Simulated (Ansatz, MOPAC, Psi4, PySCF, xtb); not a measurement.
Two geometries of SMILES COCCOC (C4H10O2), relaxed at B3LYP-D3(BJ)/def2-SVP with one dihedral held; other torsions can differ between them too.

Structure A

```
16

C     -1.3874     1.7378     0.2239
O     -1.4614     0.3536     0.4746
C     -0.7299    -0.4542    -0.4137
C      0.6965    -0.7076     0.0413
O      1.4621     0.4650    -0.1027
C      2.7727     0.3441     0.3785
H     -1.7534     1.9868    -0.7929
H     -2.0363     2.2389     0.9576
H     -0.3587     2.1246     0.3231
H     -1.2469    -1.4279    -0.4672
H     -0.7157    -0.0229    -1.4344
H      1.1330    -1.5358    -0.5592
H      0.6811    -1.0383     1.1003
H      3.3367    -0.4499    -0.1529
H      2.7968     0.1085     1.4619
H      3.2835     1.3043     0.2162
```

Structure B

```
16

C     -1.2530    -4.1155    -1.5702
O     -0.7643    -3.0335    -0.8266
C     -1.5209    -1.8595    -0.9692
C     -0.8727    -0.7792    -0.1085
O     -1.5244     0.4629    -0.2186
C     -2.6619     0.6080     0.5918
H     -2.2848    -4.3927    -1.2705
H     -0.5927    -4.9764    -1.3897
H     -1.2639    -3.9002    -2.6583
H     -2.5733    -2.0308    -0.6583
H     -1.5478    -1.5180    -2.0249
H     -0.8331    -1.1273     0.9430
H      0.1653    -0.6375    -0.4486
H     -3.4736    -0.0990     0.3305
H     -2.4220     0.4658     1.6651
H     -3.0416     1.6308     0.4518
```

Task: Which is lower in energy at the level CCSD(T) on RHF/cc-pVDZ, frozen core // B3LYP-D3(BJ)/def2-SVP (Ansatz, a program for electronic structure), and by how much?

Result: A is lower, by 5.96 kJ/mol (dihedral C4–C3–O2–C1: 90° in A, 180° in B).

E(B) − E(A) in kJ/mol at the other levels, on the same two geometries: PBE0/def2-TZVP // B3LYP-D3(BJ)/def2-SVP (Psi4) 3.63; PBE0-D3(BJ)/def2-TZVP // B3LYP-D3(BJ)/def2-SVP (Psi4) 4.27; PBE/def2-TZVP // B3LYP-D3(BJ)/def2-SVP (Psi4) 4.32; PBE-D3(BJ)/def2-TZVP // B3LYP-D3(BJ)/def2-SVP (Psi4) 4.95; r2SCAN/def2-TZVP // B3LYP-D3(BJ)/def2-SVP (Psi4) 4.41; RHF/cc-pVDZ // B3LYP-D3(BJ)/def2-SVP (Ansatz) 3.13; MP2 on RHF/cc-pVDZ, frozen core // B3LYP-D3(BJ)/def2-SVP (Ansatz) 6.68; CCSD on RHF/cc-pVDZ, frozen core // B3LYP-D3(BJ)/def2-SVP (Ansatz) 5.56; AM1, restricted, heats of formation // B3LYP-D3(BJ)/def2-SVP (MOPAC) 1.71; PM6, restricted, heats of formation // B3LYP-D3(BJ)/def2-SVP (MOPAC) -2.33; GFN1-xTB // B3LYP-D3(BJ)/def2-SVP (xtb) -1.26; restricted B3LYP/6-31G*, spherical d, density fitting // B3LYP-D3(BJ)/def2-SVP (PySCF) 4.19; restricted BP86/6-31G*, spherical d, density fitting // B3LYP-D3(BJ)/def2-SVP (PySCF) 4.34; restricted M06-2X/6-31G*, spherical d, density fitting // B3LYP-D3(BJ)/def2-SVP (PySCF) 4.39; restricted B3LYP/6-311+G**, spherical d, density fitting // B3LYP-D3(BJ)/def2-SVP (PySCF) 3.86.
